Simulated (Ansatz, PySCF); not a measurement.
Dissociation curve of BH, singlet.

Computed with: RKS-PBE = Ansatz (an electronic-structure program) with restricted PBE/cc-pVTZ; UKS-PBE = unrestricted PBE/cc-pVTZ run with Ansatz; RKS-B3LYP = PySCF 2.14.0 with restricted B3LYP/cc-pVTZ; UCCSD(T) = CCSD(T) on UHF/cc-pVTZ, 1 core orbital frozen (PySCF 2.14.0).

Energies relative to the lowest point of each curve near equilibrium, in eV; the last columns give the difference from UCCSD(T):

```json
[
 {"R / Å": "0.98", "RKS-PBE": "1.053", "UKS-PBE": "1.020", "RKS-B3LYP": "0.960", "UCCSD(T)": "0.990", "RKS-PBE − UCCSD(T)": "0.063", "UKS-PBE − UCCSD(T)": "0.030", "RKS-B3LYP − UCCSD(T)": "-0.030"},
 {"R / Å": "1.05", "RKS-PBE": "0.505", "UKS-PBE": "0.482", "RKS-B3LYP": "0.437", "UCCSD(T)": "0.454", "RKS-PBE − UCCSD(T)": "0.051", "UKS-PBE − UCCSD(T)": "0.027", "RKS-B3LYP − UCCSD(T)": "-0.017"},
 {"R / Å": "1.12", "RKS-PBE": "0.188", "UKS-PBE": "0.174", "RKS-B3LYP": "0.146", "UCCSD(T)": "0.154", "RKS-PBE − UCCSD(T)": "0.034", "UKS-PBE − UCCSD(T)": "0.020", "RKS-B3LYP − UCCSD(T)": "-0.009"},
 {"R / Å": "1.18", "RKS-PBE": "0.049", "UKS-PBE": "0.043", "RKS-B3LYP": "0.028", "UCCSD(T)": "0.032", "RKS-PBE − UCCSD(T)": "0.017", "UKS-PBE − UCCSD(T)": "0.011", "RKS-B3LYP − UCCSD(T)": "-0.004"},
 {"R / Å": "1.21", "RKS-PBE": "0.015", "UKS-PBE": "0.012", "RKS-B3LYP": "0.005", "UCCSD(T)": "0.006", "RKS-PBE − UCCSD(T)": "0.009", "UKS-PBE − UCCSD(T)": "0.006", "RKS-B3LYP − UCCSD(T)": "-0.002"},
 {"R / Å": "1.24", "RKS-PBE": "0.000", "UKS-PBE": "0.000", "RKS-B3LYP": "0.000", "UCCSD(T)": "0.000", "RKS-PBE − UCCSD(T)": "0.000", "UKS-PBE − UCCSD(T)": "0.000", "RKS-B3LYP − UCCSD(T)": "0.000"},
 {"R / Å": "1.27", "RKS-PBE": "0.001", "UKS-PBE": "0.004", "RKS-B3LYP": "0.012", "UCCSD(T)": "0.010", "RKS-PBE − UCCSD(T)": "-0.009", "UKS-PBE − UCCSD(T)": "-0.006", "RKS-B3LYP − UCCSD(T)": "0.001"},
 {"R / Å": "1.32", "RKS-PBE": "0.033", "UKS-PBE": "0.040", "RKS-B3LYP": "0.061", "UCCSD(T)": "0.057", "RKS-PBE − UCCSD(T)": "-0.024", "UKS-PBE − UCCSD(T)": "-0.017", "RKS-B3LYP − UCCSD(T)": "0.003"},
 {"R / Å": "1.37", "RKS-PBE": "0.096", "UKS-PBE": "0.105", "RKS-B3LYP": "0.139", "UCCSD(T)": "0.134", "RKS-PBE − UCCSD(T)": "-0.039", "UKS-PBE − UCCSD(T)": "-0.029", "RKS-B3LYP − UCCSD(T)": "0.005"},
 {"R / Å": "1.44", "RKS-PBE": "0.220", "UKS-PBE": "0.232", "RKS-B3LYP": "0.286", "UCCSD(T)": "0.279", "RKS-PBE − UCCSD(T)": "-0.059", "UKS-PBE − UCCSD(T)": "-0.047", "RKS-B3LYP − UCCSD(T)": "0.007"},
 {"R / Å": "1.55", "RKS-PBE": "0.471", "UKS-PBE": "0.484", "RKS-B3LYP": "0.570", "UCCSD(T)": "0.559", "RKS-PBE − UCCSD(T)": "-0.087", "UKS-PBE − UCCSD(T)": "-0.075", "RKS-B3LYP − UCCSD(T)": "0.011"},
 {"R / Å": "1.66", "RKS-PBE": "0.760", "UKS-PBE": "0.773", "RKS-B3LYP": "0.888", "UCCSD(T)": "0.870", "RKS-PBE − UCCSD(T)": "-0.110", "UKS-PBE − UCCSD(T)": "-0.097", "RKS-B3LYP − UCCSD(T)": "0.018"},
 {"R / Å": "1.87", "RKS-PBE": "1.338", "UKS-PBE": "1.351", "RKS-B3LYP": "1.514", "UCCSD(T)": "1.474", "RKS-PBE − UCCSD(T)": "-0.136", "UKS-PBE − UCCSD(T)": "-0.123", "RKS-B3LYP − UCCSD(T)": "0.040"},
 {"R / Å": "2.06", "RKS-PBE": "1.840", "UKS-PBE": "1.853", "RKS-B3LYP": "2.052", "UCCSD(T)": "1.992", "RKS-PBE − UCCSD(T)": "-0.151", "UKS-PBE − UCCSD(T)": "-0.138", "RKS-B3LYP − UCCSD(T)": "0.060"},
 {"R / Å": "2.22", "RKS-PBE": "2.230", "UKS-PBE": "2.243", "RKS-B3LYP": "2.468", "UCCSD(T)": "2.379", "RKS-PBE − UCCSD(T)": "-0.149", "UKS-PBE − UCCSD(T)": "-0.136", "RKS-B3LYP − UCCSD(T)": "0.089"},
 {"R / Å": "2.48", "RKS-PBE": "2.786", "UKS-PBE": "2.789", "RKS-B3LYP": "3.063", "UCCSD(T)": "2.897", "RKS-PBE − UCCSD(T)": "-0.111", "UKS-PBE − UCCSD(T)": "-0.107", "RKS-B3LYP − UCCSD(T)": "0.166"},
 {"R / Å": "2.75", "RKS-PBE": "3.260", "UKS-PBE": "3.131", "RKS-B3LYP": "3.576", "UCCSD(T)": "3.271", "RKS-PBE − UCCSD(T)": "-0.011", "UKS-PBE − UCCSD(T)": "-0.140", "RKS-B3LYP − UCCSD(T)": "0.305"},
 {"R / Å": "3.03", "RKS-PBE": "3.651", "UKS-PBE": "3.324", "RKS-B3LYP": "4.005", "UCCSD(T)": "3.473", "RKS-PBE − UCCSD(T)": "0.178", "UKS-PBE − UCCSD(T)": "-0.149", "RKS-B3LYP − UCCSD(T)": "0.532"},
 {"R / Å": "3.35", "RKS-PBE": "3.992", "UKS-PBE": "3.439", "RKS-B3LYP": "4.387", "UCCSD(T)": "3.560", "RKS-PBE − UCCSD(T)": "0.432", "UKS-PBE − UCCSD(T)": "-0.121", "RKS-B3LYP − UCCSD(T)": "0.827"},
 {"R / Å": "3.75", "RKS-PBE": "4.293", "UKS-PBE": "3.500", "RKS-B3LYP": "4.738", "UCCSD(T)": "3.592", "RKS-PBE − UCCSD(T)": "0.701", "UKS-PBE − UCCSD(T)": "-0.093", "RKS-B3LYP − UCCSD(T)": "1.145"},
 {"R / Å": "4.37", "RKS-PBE": "4.575", "UKS-PBE": "3.523", "RKS-B3LYP": "5.085", "UCCSD(T)": "3.604", "RKS-PBE − UCCSD(T)": "0.971", "UKS-PBE − UCCSD(T)": "-0.081", "RKS-B3LYP − UCCSD(T)": "1.481"},
 {"R / Å": "4.98", "RKS-PBE": "4.721", "UKS-PBE": "3.528", "RKS-B3LYP": "5.284", "UCCSD(T)": "3.606", "RKS-PBE − UCCSD(T)": "1.115", "UKS-PBE − UCCSD(T)": "-0.078", "RKS-B3LYP − UCCSD(T)": "1.677"}
]
```

RKS-PBE is furthest from UCCSD(T) at 4.98 (1.115 eV, above); its mean absolute difference over the points is 0.203 eV.

UKS-PBE is furthest from UCCSD(T) at 3.03 (-0.149 eV, below); its mean absolute difference over the points is 0.070 eV.

RKS-B3LYP is furthest from UCCSD(T) at 4.98 (1.677 eV, above); its mean absolute difference over the points is 0.292 eV.

The restricted form behind RKS-PBE, RKS-B3LYP keeps the bonding electrons paired and can't separate into open-shell fragments. The unrestricted determinant behind UKS-PBE is spin-contaminated at 0.98 to 1.44, 2.48 to 4.98 Å (<S²> up to 1.0, against 0.00 for a pure singlet). At the longest distance RKS-B3LYP leaves fractional charges on the fragments, a sign of delocalisation error or of the restricted form. The unrestricted determinant behind UCCSD(T) is spin-contaminated at 0.98 to 4.98 Å (<S²> up to 1.0, against 0.00 for a pure singlet).
